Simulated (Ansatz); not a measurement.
Harmonic frequencies (cm⁻¹) at PBE0-D4/def2-TZVP from Ansatz: 44, 70, 104, 190, 222, 239, 382, 523, 560, 595, 670, 774, 841, 904, 926, 948, 950, 953, 979, 1015, 1051, 1068, 1114, 1199, 1252, 1354, 1405, 1418, 1426, 1491, 1499, 2221, 2223, 2229, 2559, 2969, 3045, 3049, 3052, 3113, 3115, 3120.

Each molecule was computed in one conformer, which needn't be the lowest.

Q: Which molecule is it?
A. `CB(C)C[SiH3]`
B. `CCBC[SiH3]`
C. `B[Si](C)(C)C`
D. `CBCC[SiH3]`

A: B.
